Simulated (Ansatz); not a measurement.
Basis sets compared for Sn₂₇H₃₄, a nanocrystal cut from hexagonal tin. Total charge 0; singlet. Geometry r2SCAN-D4/def2-SVP. Ansatz on 11 threads of AMD EPYC 7R13 on a shared host and a whole NVIDIA H100 80GB HBM3; times are rough, and most runs start from earlier orbitals.

Cartesian coordinates in Å:
```
Sn 2.950 2.892 -3.531
Sn 0.844 1.240 -4.349
Sn 1.658 -1.410 -4.813
Sn -2.121 3.908 -2.016
Sn -1.180 1.279 -2.394
Sn -3.289 -0.405 -3.193
Sn 0.410 -3.122 -2.974
Sn -2.295 -2.983 -3.708
Sn -5.281 -0.386 -1.228
Sn 4.012 1.956 -1.116
Sn 5.072 -0.638 -1.330
Sn 1.030 4.622 1.195
Sn -1.709 4.738 0.626
Sn 2.007 2.001 0.858
Sn -0.118 0.327 0.044
Sn 3.592 -2.404 0.272
Sn 0.836 -2.320 -0.307
Sn -3.064 2.993 2.347
Sn -2.138 0.352 2.019
Sn -4.241 -1.327 1.195
Sn -0.548 -4.051 1.432
Sn -3.322 -3.977 1.019
Sn 3.058 1.029 3.281
Sn 4.157 -1.526 2.877
Sn 1.049 1.043 5.230
Sn -1.064 -0.612 4.435
Sn -0.283 -3.293 4.121
H 4.170 2.975 -4.745
H 2.348 4.489 -3.294
H 0.176 1.863 -5.817
H 1.164 -1.873 -6.397
H 3.373 -1.537 -4.765
H -1.309 4.967 -3.106
H -3.799 3.975 -2.406
H -3.942 0.225 -4.665
H 0.995 -4.736 -3.178
H -2.408 -3.294 -5.399
H -3.249 -4.174 -2.914
H -5.831 1.233 -1.007
H -6.634 -1.331 -1.720
H 5.279 3.018 -0.609
H 5.128 -1.141 -2.974
H 6.695 -0.622 -0.751
H 1.898 5.691 0.159
H 1.324 5.137 2.813
H -2.291 6.351 0.839
H 4.166 -4.020 0.056
H -4.758 3.048 2.038
H -2.835 3.478 3.985
H -5.477 -1.262 2.402
H 0.040 -5.662 1.212
H -3.777 -4.681 -0.484
H -4.074 -4.908 2.259
H 4.329 2.092 3.773
H 5.869 -1.427 3.050
H 3.595 -2.627 4.073
H 0.460 2.652 5.412
H 1.675 0.546 6.756
H -2.309 -0.548 5.633
H 1.313 -3.537 4.714
H -1.326 -4.289 5.064
```

In the def2 sets Sn takes a core potential; there is no spin–orbit coupling. Single mean-field runs in def2-SVP, def2-TZVP are fitted with def2-universal-jkfit.

Binding counts from free atoms (Sn triplet, H doublet) in the same basis, without a counterpoise term.

| level | functions | energy (Eh) | HOMO (eV) | LUMO (eV) | binding per atom (eV) | wall time |
| --- | --- | --- | --- | --- | --- | --- |
| PBE-D4/def2-SVP (with forces) | 872 | -5807.1261 | -5.60 | -2.89 | 2.49 | 9 s |
| PBE0-D4/def2-SVP | 872 | -5807.4576 | -6.40 | -2.29 | 2.49 | 11 s |

(1) Estimate the rows for PBE-D4/def2-TZVP, PBE0-D4/def2-TZVP.

## Answers

(1) 
```
            level  functions  energy (Eh)  HOMO (eV)  LUMO (eV)  binding per atom (eV)  wall time
 PBE-D4/def2-TZVP       1554   -5807.3294      -5.67      -3.00                   2.50       13 s
PBE0-D4/def2-TZVP       1554   -5807.6355      -6.43      -2.36                   2.50       22 s
```
